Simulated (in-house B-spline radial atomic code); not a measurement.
Results of a calculation; reference values are marked as such.
## Weak and strong correlation along the adiabatic connection

Two-electron singlets in several external potentials (atomic units), by full CI in B-splines with partial waves to l = 8 (correlation energies up to 0.6 % small). The repulsion is scaled by λ at fixed density; W(λ) is the mean repulsion less the Hartree energy, W(0) = E_x, and the area under W from 0 to 1 is E_xc.

Relative drop (W(λ) − E_x)/E_x:

| system | λ = 0.12 | λ = 0.25 | λ = 0.4 | λ = 0.6 | λ = 0.8 | λ = 1 |
| --- | --- | --- | --- | --- | --- | --- |
| −V exp(−r²/w²), V = 29.1, w = 0.911 | 0.0057 | 0.0117 | 0.0183 | 0.0269 | 0.0351 | 0.0429 |
| −V exp(−r²/w²), V = 7.9, w = 2.86 | 0.0138 | 0.0277 | 0.0426 | 0.0606 | 0.0769 | 0.0916 |
| −Z/r, Z = 8.05, wall at 0.72 bohr | 0.0023 | 0.0047 | 0.0075 | 0.0111 | 0.0147 | 0.0182 |
| ω²r²/2 − Z/r, ω = 0.219, Z = 0.5 | 0.0257 | 0.0500 | 0.0742 | 0.1015 | 0.1243 | 0.1435 |
| −V exp(−r²/w²), V = 11.2, w = 5.49 | 0.0171 | 0.0342 | 0.0520 | 0.0733 | 0.0920 | 0.1085 |
| −Z exp(−kr)/r, Z = 2.37, k = 0.0387 | 0.0089 | 0.0182 | 0.0284 | 0.0411 | 0.0530 | 0.0642 |
| −V exp(−r²/w²), V = 1.11, w = 4.98 | 0.0319 | 0.0611 | 0.0895 | 0.1203 | 0.1451 | 0.1654 |

Order the systems by how far second-order (GL2) theory, half the initial slope (estimated from the first points of each curve), overshoots the correlation energy, least first.
A. −V exp(−r²/w²), V = 7.9, w = 2.86
B. −V exp(−r²/w²), V = 11.2, w = 5.49
C. −V exp(−r²/w²), V = 29.1, w = 0.911
D. −Z/r, Z = 8.05, wall at 0.72 bohr
E. −Z exp(−kr)/r, Z = 2.37, k = 0.0387
F. ω²r²/2 − Z/r, ω = 0.219, Z = 0.5
G. −V exp(−r²/w²), V = 1.11, w = 4.98

D (GL2/E_c = 1.03), C (GL2/E_c = 1.08), E (GL2/E_c = 1.12), A (GL2/E_c = 1.19), B (GL2/E_c = 1.24), F (GL2/E_c = 1.38), G (GL2/E_c = 1.46).

What else changes along this order?

The ratio follows the bend of the curve. With it the leading natural occupation goes from 1.999 to 1.910 and −T_c/E_c from 0.97 to 0.68 between the first and the last.
